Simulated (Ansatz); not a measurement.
Wavefunction ladder for C3H9CuFP (`C[P+](C)(C)[Cu-][F]`)

Cartesian coordinates in Å:
```
C 0.3969 1.4210 0.8676
P -0.1898 0.0887 -0.2249
C 1.3542 -0.7010 -0.7773
C -0.8798 -1.1267 0.9413
Cu -1.5128 0.7061 -1.7913
F -2.6087 1.2175 -3.0885
H 1.0654 1.0335 1.6403
H -0.4582 1.9060 1.3409
H 0.9254 2.1699 0.2760
H 1.1181 -1.5872 -1.3682
H 1.9773 -0.9894 0.0728
H 1.9091 -0.0091 -1.4127
H -1.1759 -2.0248 0.3973
H -0.1516 -1.3942 1.7108
H -1.7695 -0.7104 1.4160
```

The species carries charge 0 and has multiplicity 1. For Cu the d shell is correlated and the shells below it are frozen. Scalar relativity is left out up to krypton. The structure was optimised at the PBE0-D4/def2-TZVP level. It is one conformer, not always the lowest. Frozen core, restricted reference, Ansatz.

| basis | HF (Eh) | MP2 corr. |
| --- | --- | --- |
| def2-SVP | -2197.49124 | -1.09033 |
| def2-TZVPP | -2198.11017 | -1.50261 |
| def2-QZVPP | -2198.17173 | -1.60742 |

(1) Estimate the CCSD correlation energy and the (T) correction in each basis where they were run (hartree).

Results:

(1) 
| basis | CCSD corr. | (T) |
| --- | --- | --- |
| def2-SVP | -1.10641 | -0.03809 |
| def2-TZVPP | -1.46938 | -0.06282 |
